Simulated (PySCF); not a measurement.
C3H7BF2O, SMILES B([C@@H](C)O)(CF)F.

Geometry optimised at r2SCAN-D4/def2-SVP. The structure was generated by enumeration; whether it is a known compound was not checked. Other conformers were not sampled.

Two levels are set side by side: PBE/def2-TZVP (PySCF) and ωB97X/def2-TZVP (PySCF). Same geometry, gas phase. Differences are taken from unrounded values.

```json
[
 {"quantity": "orbital gap (eV)", "PBE": "4.87"},
 {"quantity": "highest occupied level (eV)", "PBE": "-6.34"},
 {"quantity": "lowest empty level (eV)", "PBE": "-1.47"},
 {"quantity": "dipole moment (D)", "PBE": "1.19"},
 {"quantity": "mean polarisability (bohr³)", "PBE": "57.1"}
]
```

These are the PBE values. What does ωB97X give? (Estimate from the structure and the level; the computed values follow.)


```
quantity                      ωB97X  PBE minus ωB97X
---------------------------  ------  ---------------
orbital gap (eV)              12.36            -7.49
highest occupied level (eV)  -10.52             4.18
lowest empty level (eV)        1.84            -3.31
dipole moment (D)              1.25            -0.06
mean polarisability (bohr³)    53.5              3.6
```

Without exact exchange PBE keeps part of each electron's self-repulsion, which lifts occupied levels and narrows the gap. Loosely held outer electrons make PBE densities more polarisable. Differences between two approximate levels are no errors against the true value.

Rough cost on one machine, each run with all the roots and properties that it gave: ωB97X against PBE within a factor of 2.
